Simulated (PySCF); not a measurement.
A calculated (BHandHLYP, PySCF 2.14, x2c-TZVPPall with one added diffuse shell each of s, p, d, f type, scalar relativity by spin-free X2C-1e) atom or ion has these occupied shells.

```json
{"shell": "1s α", "electrons": "1", "orbital energy (eV)": "-69601.8", "rms radius, mean of both spins (bohr)": "0.0208"}
{"shell": "1s β", "electrons": "1", "orbital energy (eV)": "-69601.8", "rms radius, mean of both spins (bohr)": "0.0208"}
{"shell": "2s α", "electrons": "1", "orbital energy (eV)": "-12101.9", "rms radius, mean of both spins (bohr)": "0.0838"}
{"shell": "2s β", "electrons": "1", "orbital energy (eV)": "-12101.7", "rms radius, mean of both spins (bohr)": "0.0838"}
{"shell": "2p α", "electrons": "3", "orbital energy (eV)": "-10620.1", "rms radius, mean of both spins (bohr)": "0.0763"}
{"shell": "2p β", "electrons": "3", "orbital energy (eV)": "-10619.9", "rms radius, mean of both spins (bohr)": "0.0763"}
{"shell": "3s α", "electrons": "1", "orbital energy (eV)": "-2835.5", "rms radius, mean of both spins (bohr)": "0.215"}
{"shell": "3s β", "electrons": "1", "orbital energy (eV)": "-2835.4", "rms radius, mean of both spins (bohr)": "0.215"}
{"shell": "3p α", "electrons": "3", "orbital energy (eV)": "-2390.7", "rms radius, mean of both spins (bohr)": "0.216"}
{"shell": "3p β", "electrons": "3", "orbital energy (eV)": "-2390.6", "rms radius, mean of both spins (bohr)": "0.216"}
{"shell": "3d α", "electrons": "5", "orbital energy (eV)": "-1861.3", "rms radius, mean of both spins (bohr)": "0.197"}
{"shell": "3d β", "electrons": "5", "orbital energy (eV)": "-1861.1", "rms radius, mean of both spins (bohr)": "0.197"}
{"shell": "4s α", "electrons": "1", "orbital energy (eV)": "-618.08", "rms radius, mean of both spins (bohr)": "0.478"}
{"shell": "4s β", "electrons": "1", "orbital energy (eV)": "-617.79", "rms radius, mean of both spins (bohr)": "0.478"}
{"shell": "4p α", "electrons": "3", "orbital energy (eV)": "-470.11", "rms radius, mean of both spins (bohr)": "0.509"}
{"shell": "4p β", "electrons": "3", "orbital energy (eV)": "-469.81", "rms radius, mean of both spins (bohr)": "0.509"}
{"shell": "4d α", "electrons": "5", "orbital energy (eV)": "-276.88", "rms radius, mean of both spins (bohr)": "0.551"}
{"shell": "4d β", "electrons": "5", "orbital energy (eV)": "-276.49", "rms radius, mean of both spins (bohr)": "0.551"}
{"shell": "5s α", "electrons": "1", "orbital energy (eV)": "-108.42", "rms radius, mean of both spins (bohr)": "1.14"}
{"shell": "5s β", "electrons": "1", "orbital energy (eV)": "-106.07", "rms radius, mean of both spins (bohr)": "1.14"}
{"shell": "5p α", "electrons": "3", "orbital energy (eV)": "-70.447", "rms radius, mean of both spins (bohr)": "1.32"}
{"shell": "5p β", "electrons": "3", "orbital energy (eV)": "-67.151", "rms radius, mean of both spins (bohr)": "1.32"}
{"shell": "4f α", "electrons": "7", "orbital energy (eV)": "-63.101", "rms radius, mean of both spins (bohr)": "0.673"}
{"shell": "4f β", "electrons": "7", "orbital energy (eV)": "-62.689", "rms radius, mean of both spins (bohr)": "0.673"}
{"shell": "5d α", "electrons": "3", "orbital energy (eV)": "-27.273", "rms radius, mean of both spins (bohr)": "1.93"}
{"shell": "6p α", "electrons": "1", "orbital energy (eV)": "-16.206", "rms radius, mean of both spins (bohr)": "3.61"}
```

Name the element and its charge.

W²⁺ (tungsten, charge +2), in [Xe] 4f14 5d3 6p1, one real determinant (an excited configuration).
